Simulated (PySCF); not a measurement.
A side-by-side comparison of computed properties.

First species: C₆H₆OS.
SMILES with atom numbers: `[CH3:1][C:2](=[O:3])[c:4]1[cH:5][cH:6][cH:7][s:8]1` (hydrogens: H9, H10, H11 on C1; H12 on C5; H13 on C6; H14 on C7)

Second species: As2.
Atom-mapped SMILES: `[As:1]#[As:2]`

Structure used (PBE0-D3(BJ)/def2-SVP), in Å, numbered top down from 1:
```
atom  x, y, z in Å
As1    1.048   -0.007   -0.004
As2   -1.043    0.010   -0.025
```

Levels: PBE0/def2-SVPD for dipole moment, HOMO energy, LUMO energy, HOMO–LUMO gap, static isotropic polarisability and electronic spatial extent ⟨r²⟩ about the centre of nuclear charge; TDDFT PBE0/def2-SVPD for lowest singlet excitation; TDA PBE0/def2-SVPD for lowest triplet excitation (Tamm–Dancoff); ΔSCF PBE0/def2-SVPD for vertical ionisation energy and vertical electron affinity; PBE0-D3(BJ)/def2-SVP for smallest rotational constant. Geometries: PBE0-D3(BJ)/def2-SVP. All species are isolated and taken at one optimised geometry, non-relativistic unless stated; the electronic structure was computed with PySCF and density fitting.

Dipoles, sizes and rotational constants follow the conformer. The torsions of the flexible species, by atom-mapped SMILES:
- `[CH3:1][C:2](=[O:3])[c:4]1[cH:5][cH:6][cH:7][s:8]1`: C1–C2–C4–C5 180°

Values for the first species:

| Quantity | Value |
| --- | --- |
| Dipole moment | 3.07 D |
| HOMO energy | -7.31 eV |
| LUMO energy | -1.89 eV |
| HOMO–LUMO gap | 5.42 eV |
| Lowest singlet excitation | 3.83 eV |
| Lowest triplet excitation (Tamm–Dancoff) | 3.14 eV |
| Static isotropic polarisability | 91.5 au |
| Vertical ionisation energy | 9.13 eV |
| Vertical electron affinity | 0.18 eV |
| Electronic spatial extent ⟨r²⟩ about the centre of nuclear charge | 1105 bohr² |
| Smallest rotational constant | 1.022 GHz |

(1) Estimate the same properties for the second species, and the change in each.

## Answers

(1) 
```
                                                         property       first     second  second less first
                                                    dipole moment      3.07 D     0.00 D            -3.07 D
                                                      HOMO energy    -7.31 eV   -7.44 eV           -0.13 eV
                                                      LUMO energy    -1.89 eV   -2.61 eV           -0.72 eV
                                                    HOMO–LUMO gap     5.42 eV    4.83 eV           -0.59 eV
                                        lowest singlet excitation     3.83 eV    3.02 eV           -0.81 eV
                         lowest triplet excitation (Tamm–Dancoff)     3.14 eV    2.06 eV           -1.08 eV
                                  static isotropic polarisability     91.5 au    58.8 au           -32.7 au
                                       vertical ionisation energy     9.13 eV    9.75 eV           +0.62 eV
                                       vertical electron affinity     0.18 eV    0.54 eV           +0.36 eV
electronic spatial extent ⟨r²⟩ about the centre of nuclear charge  1105 bohr²  336 bohr²         -769 bohr²
                                     smallest rotational constant   1.022 GHz  3.085 GHz         +2.063 GHz
```

On the first: The polarisability is 13.55 Å³ as a volume (1 au = 0.148185 Å³), or 1.39 au for each of the 66 electrons. The dipole equals about 10.2 × 10⁻³⁰ C·m (1 D = 3.33564 × 10⁻³⁰ C·m).

On the second: S1 lies 1.81 eV below the HOMO–LUMO gap. Point group D∞h forbids a permanent dipole, so the rigid molecule has no electric-dipole pure rotational spectrum. Relativistic effects, spin–orbit coupling among them, are left out although an element past zinc is present.
